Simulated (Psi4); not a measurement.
Here is a job for Psi4.
```
memory 2 GB

molecule {
0 1
Cl    3.26052000   -0.53738498   -1.13336811
Si    1.60710573    0.23649542   -0.26836104
Cl    2.00035562    0.66527047    1.65976350
Cl    1.07094830    1.91445903   -1.24446984
C     0.22253351   -1.07870862   -0.36950706
Si   -1.54059755   -0.55888706    0.15792715
Cl   -2.29245094    0.75063201   -1.17475212
Cl   -1.52172421    0.27063151    1.99296333
Cl   -2.69199891   -2.21846337    0.18936396
H     0.52408362   -1.93415496    0.23660337
H     0.17355337   -1.44756964   -1.39499878
}

set {
  basis sto-3g
}

energy('b3lyp')
print_variables()
```

### Question
What is the computed number of basis functions (B3LYP/STO-3G in Psi4)?

### Answer
79

### Question
Give the dipole moment at the level B3LYP/STO-3G.

### Answer
2.16 D

### Question
Estimate the total energy that B3LYP/STO-3G returns for this input.

### Answer
-3342.5327 Eh
